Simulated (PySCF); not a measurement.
C2H8N2OSi, SMILES [Si@@H](N)(O)/N=C\C. Heavy atoms are numbered as in [CH3:1]/[CH:2]=[N:3]\[Si@H:4]([NH2:5])[OH:6]. Hydrogens are named by the atom that carries them.

Geometry: PBE0-D3(BJ)/def2-SVP. The structure was generated by enumeration; whether it is a known compound was not checked. One conformer was computed; it need not be the lowest.

These are PBE/pcSseg-1 (PySCF) values and carry that method's errors.

GIAO shieldings, no solvent; atoms alike by connectivity are averaged. δ = σ(ref) − σ: ¹³C against TMS (σ = 182.0 ppm); ¹⁵N against NH3 (σ = 267.0 ppm); ²⁹Si against TMS (σ = 335.4 ppm); ¹⁷O against H2O (σ = 334.3 ppm); ¹H against TMS (σ = 31.49 ppm), references at their B3LYP-D3(BJ)/def2-TZVP geometries, non-relativistic.

Computed chemical shifts:
```
nucleus      atoms  count  δ (ppm)
-------  ---------  -----  -------
¹³C        C2 (CH)      1    177.8
¹³C       C1 (CH3)      1     31.9
¹⁵N             N3      1    391.9
¹⁵N       N5 (NH2)      1     42.6
²⁹Si     Si4 (SiH)      1    -46.9
¹⁷O        O6 (OH)      1     71.9
¹H         H on C2      1     8.82
¹H        H on Si4      1     5.81
¹H         H on C1      3     2.28
¹H         H on O6      1     1.48
¹H         H on N5      2     1.31
```
